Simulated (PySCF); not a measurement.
CsN at M06-L

Level: M06-L. basis Cs def2-SVPD with ECP46, N def2-SVPD; scalar-relativistic core potentials; PySCF 2.14.

- state: ³Σ⁻ (triplet), unpaired electrons π ↑↑
- bond length: 282.2 pm
- harmonic wavenumber: 272 cm⁻¹
- force constant: 0.551 mdyn/Å
- rotational constant Be: 0.1671 cm⁻¹
- well depth De to Cs + N: 1.41 eV
- dissociation energy D0: 1.40 eV
- bond order (Mayer): 0.76
- dipole moment (positive dipole means Cs(−)N(+)): -6.93 D

Spin–orbit coupling is left out, which matters for elements this heavy, above all for dissociation energies. The state is the lowest determinant that a PBE0 search found; another state may lie lower at other levels.
